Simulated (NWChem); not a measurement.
# C$_{2}$H$_{4}$ClFSi; SMILES F/C=C(/[SiH3])Cl

```xyz
9

F     -0.8915     2.2155     0.0000
C     -1.1081     0.8973     0.0000
C     -0.1343    -0.0173     0.0000
Si    -0.4510    -1.8654     0.0000
Cl     1.5441     0.5122     0.0000
H     -2.1639     0.6431     0.0000
H      0.1455    -2.4838    -1.2101
H      0.1455    -2.4838     1.2101
H     -1.9245    -2.0678     0.0000
```
Atoms are numbered in this order, from 1.

Results from NWChem. Structure relaxed at the B3LYP/6-31G* (spherical d) level. Isolated, static molecule.

GIAO at PBE0/pcSseg-1: principal shieldings of C3 are -13.0, 77.9, 129.1 ppm; an isolated tetramethylsilane molecule has σ = 185.2 ppm at the same levels.

Task: Find the isotropic 13C shift, its principal values, the span and the skew.

Result: 
1. σ(iso) = one third of the sum = 64.7 ppm.
2. δ = σ(reference) − σ = 120.5 ppm against tetramethylsilane.
3. δ11, δ22, δ33 = 198.2, 107.3, 56.1 ppm.
4. Span Ω = δ11 − δ33 = 142.1 ppm; skew κ = 3(δ22 − δ(iso))/Ω = -0.28.
